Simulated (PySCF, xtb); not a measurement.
CClF2, SMILES F[C](F)Cl (connectivity only; charge and spin as stated), charge +1, multiplicity 1.

GFN2-xTB in xtb at its own geometry gives an orbital gap of 3.50 eV.

Geometry optimised at ωB97X-D3(BJ)/def2-TZVP. The multiplicity is an assumed one; other spin states were not compared. The isomer is the one that the SMILES or the coordinates give; other isomers of the formula were not compared.

**Question.** What does PBE/def2-TZVPD (PySCF) give? (The exact figures need the calculation; the answer reports its results.)

**Answer.** gap 4.89 eV (levels -16.17 and -11.28 eV).
